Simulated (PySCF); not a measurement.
**Ionisation energy of Xe²⁷⁺ by level of theory**

Xe²⁷⁺ [Ar] 3d9 [3d3/2^4 3d5/2^5, M_J = 5/2] → Xe²⁸⁺ [Ar] 3d8 [3d3/2^4 3d5/2^4, M_J = 4], as a difference of total energies. All numbers are calculated (PySCF 2.14, the two-component X2C-1e Hamiltonian, in an uncontracted even-tempered set (17 s from 4 bohr⁻², ratio 2.8; 12 p from 5.2 bohr⁻², ratio 2.8; 8 d from 5.2 bohr⁻², ratio 2.8; 3 f from 22 bohr⁻², ratio 3)). Correlated levels: [Ne] frozen; the 76 highest virtual spinors dropped. "Screened" scales the spin-orbit matrix elements by Boettger's factors to mimic the two-electron term; Breit and QED terms are absent.

Problem. Order these methods by the ionisation energy they give, lowest first.
A. GHF (screened spin-orbit)
B. GMP2 (screened spin-orbit)
C. GMP2 (spin-free)
D. GHF (spin-free)

Solution. A (1571.2 eV), B (1572.7 eV), D (1575.8 eV), C (1577.2 eV).

Breit and QED terms and the two-electron picture change are absent.

The spin-free rows relax to the high-spin LS determinant and lack the spin-orbit shift.

The labels give the starting determinants; with spin-orbit coupling the two ends relaxed to ⟨J²⟩ = 8.75, ⟨L²⟩ = 6.02, ⟨S²⟩ = 0.77 and ⟨J²⟩ = 20.00, ⟨L²⟩ = 12.51, ⟨S²⟩ = 1.89.

For comparison: 1571 ± 4 eV (theoretical estimate listed by NIST; NIST Atomic Spectra Database, ionization energies).
